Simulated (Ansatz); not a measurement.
`[SiH3][SiH2][GeH2][SiH2][GeH3]` + `[SiH3][SiH2]S` → `[SiH3][SiH2][GeH2][SiH2][SiH3]` + `S[SiH2][GeH3]`  (redistribution)

Calculated with Ansatz (gas phase, PBE0-D4/def2-TZVP geometries, no zero-point term in ΔE). CBS: MP2 limit from def2 TZ/QZ plus the TZ coupled-cluster correction, frozen cores. Functionals use def2-TZVPP. HSE06 is defined as in plane-wave codes. For Ge outer-core shells are correlated without core-valence functions, which leaves a few kJ/mol of doubt a bond. Scalar relativity is left out up to krypton. One conformer a species, not always the lowest.

```
    level  ΔE (kJ/mol)
    HSE06         -1.5
CAM-B3LYP         -1.1
```

**Question.** What does CCSD(T)/CBS give? (An estimate is asked.)

**Answer.** The calculation gave: -0.4 kJ/mol. The listed levels differ from it by -1.1, -0.7 kJ/mol.

Largest T1 diagnostic among the species: 0.013.

Leaving LDA and LC-ωPBE aside and taking each functional with its dispersion term where it has one, the values, not all of them listed here, spread over 1.7 kJ/mol, from B97M-V to BHLYP-D4.
